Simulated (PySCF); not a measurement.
**Curvature of the energy in the electron number along group 14, charge +2**

Calculated with PySCF 2.14, in def2-TZVP, non-relativistic, def2-TZVP with the def2 core potential (28 electrons), ECP, def2-TZVP with the def2 core potential (60 electrons), ECP: one orbital is emptied in steps, and each cell gives the departure of E from the straight line at half an electron, in eV (from a cubic fit). The exact functional gives zero.

```csv
species,orbital,LDA,PBE,r2SCAN,PBE0,BHandHLYP,LC-wPBE,UHF
Si²⁺,3s beta,-1.21,-1.23,-0.98,-0.90,-0.67,-0.19,0.04
Ge²⁺,4s beta,-1.27,-1.28,-1.08,-0.93,-0.66,-0.19,0.06
Sn²⁺,5s beta,-1.17,-1.17,-1.01,-0.85,-0.59,-0.14,0.06
Pb²⁺,6s beta,-1.20,-1.19,-1.07,-0.86,-0.57,-0.15,0.08
```

Problem. How does the mean departure depend on the functional?

Solution. LDA -1.21 eV; PBE -1.22 eV; r2SCAN -1.04 eV; PBE0 -0.89 eV; BHandHLYP -0.62 eV; LC-wPBE -0.17 eV; UHF 0.06 eV. Semilocal functionals are convex (delocalisation error), Hartree-Fock is concave or straight, and exact exchange removes curvature roughly in proportion to its share, so among the functionals the range-separated hybrids usually come closest to zero.

No spin-orbit coupling is included.
